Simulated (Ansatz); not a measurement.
Basis-set series for `Br[As](Br)Br`. Total charge 0; spin multiplicity 1. All single points use the PBE0-D4/def2-TZVP geometry.

| functional | basis | functions | energy (Eh) | HOMO (eV) | LUMO (eV) |
| --- | --- | --- | --- | --- | --- |
| PBE0-D4 | def2-TZVPP | 192 | -9957.28832 | -8.11 | -2.35 |
| PBE0-D4 | def2-QZVPP | 356 | -9957.49525 | -8.13 | -2.37 |
| ωB97M-V | def2-TZVPP | 192 | -9957.88937 | -10.10 | -0.41 |
| ωB97M-V | def2-QZVPP | 356 | -9958.08938 | -10.13 | -0.49 |

Q: Give the rows for def2-SVP. (Estimate.)

A: Ansatz gave: 
```
functional     basis  functions  energy (Eh)  HOMO (eV)  LUMO (eV)
   PBE0-D4  def2-SVP        128  -9956.06915      -8.05      -2.26
   ωB97M-V  def2-SVP        128  -9956.67601     -10.01      -0.24
```

Scalar relativity is left out up to krypton.
